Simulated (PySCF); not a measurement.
## Working out the excitation energy of Al⁺

Al⁺ [Ne] 3s2 (1S) → Al⁺ [Ne] 3s1 3p1 (3P). All numbers are calculated (PySCF 2.14, scalar relativity by spin-free X2C-1e, in x2c-TZVPPall). Frozen: 1s2. Energies in hartree (1 hartree = 27.21139 eV):

| part | Al⁺ (lower) | Al⁺ (upper) |
| --- | --- | --- |
| UHF | -242.104750 | -241.973134 |
| MP2 opposite-spin | -0.134538 | -0.103689 |
| MP2 same-spin | -0.045071 | -0.044427 |

Question: What does Hartree-Fock give?

Answer: (-241.973134) − (-242.104750) = 0.131616 hartree = 3.581 eV.

Question: What do MP2 and SCS-MP2 (6/5 opposite-spin, 1/3 same-spin) give?

Answer: The opposite-spin parts differ by 0.839 eV and the same-spin parts by 0.018 eV. MP2: 3.581 + (0.839) + (0.018) = 4.438 eV. SCS-MP2: 3.581 + 1.2 × (0.839) + (0.018)/3 = 4.594 eV.

Measured between the centres of the two terms (NIST): 4.651 eV, so MP2 (valence and next inner shell) is off by -0.213 eV.

What remains against the reference includes basis incompleteness, the frozen core and correlation beyond second order.
